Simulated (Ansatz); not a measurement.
CH3 (SMILES [CH3-]), charge -1, singlet, at a GFN2-xTB geometry (a gas-phase anion, which may not be bound at this level); Ansatz (a program for electronic structure) with MP2/def2-TZVP.

Ansatz was given this input:
Ansatz 0.2 input:
```yaml
crystal:
  periodic: [false, false, false]
  atoms:
    - {symbol: C, position_ang: [0.09443537, 0.09844229, 0.10070566]}
    - {symbol: H, position_ang: [-0.62720871, -0.62142525, 0.62463322]}
    - {symbol: H, position_ang: [0.66399153, -0.60849894, -0.59880803]}
    - {symbol: H, position_ang: [-0.60339501, 0.63927042, -0.63005917]}
basis:
  gaussian:
    orbitals: def2-TZVP
total_charge: -1
magnetization: {spin_polarized: false}
correlation: {method: mp2}
```

It wrote (shortened):

```
Functional definition: HF
352 factors; integrals over basis functions are off by at most 1.0e-3 eV
mean field evaluation 1: about -1074.5559 eV, gradient 1.1e1 eV
mean field evaluation 2: about -1074.5551 eV, gradient 1.1e1 eV
mean field evaluation 4: about -1075.1401 eV, gradient 1.2e0 eV
mean field evaluation 8: about -1075.1535 eV, gradient 1.9e-3 eV
mean field -1075.15353295 eV, -39.5111635706 hartree, gradient 2.9e-6 eV, S^2 0.000000; 0 other end points of the search recorded, 0 dependent functions left out
1 core orbitals not correlated
reference -1075.15353295 eV, -39.5111635706 hartree; 4, 4 occupied and 44, 44 virtual orbitals, 352 factors
second order -5.38584720 eV of doubles, -0.00000000 eV of singles
Total energy: -1080.53938015 eV, -39.7090898045 hartree
```
